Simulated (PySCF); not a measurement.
**Sm³⁸⁺ (samarium, charge +38) across methods**

[Ar] 3d6, high-spin 5D determinant. All numbers are calculated (PySCF 2.14, the spin-free X2C one-electron Hamiltonian (Gaussian nucleus), in an uncontracted even-tempered set (18 s from 6.9 bohr⁻², ratio 2.5; 12 p from 9 bohr⁻², ratio 2.5; 8 d from 9 bohr⁻², ratio 2.5; 4 f from 36 bohr⁻², ratio 2.7; 3 g from 54 bohr⁻², ratio 2.7)).

```
method  E (hartree)  mean ε 3p β (eV)  mean ε 3d α (eV)  mean ε 3d β (eV)  Σ⟨r²⟩ (bohr²)   ⟨S²⟩
 M06-L     -9396.06           -3052.5           -2758.2           -2734.2         0.9311  6.000
  PBE0     -9395.67           -3060.8           -2766.7           -2744.9         0.9324  6.000
   PBE     -9395.62           -3047.5           -2751.7           -2731.7         0.9327  6.000
  PW91     -9396.55           -3048.0           -2752.1           -2732.4         0.9326  6.000
r2SCAN     -9396.13           -3052.5           -2757.2           -2735.7         0.9321  6.000
   UHF  -9394.54096           -3098.4           -2810.0           -2782.4         0.9319  6.000
   LDA     -9387.50           -3046.4           -2751.2           -2729.5         0.9332  6.000
```

Spin-orbit coupling is strong in this species (close to jj coupling), so the high-spin LS determinant is a model state, not a physical level.
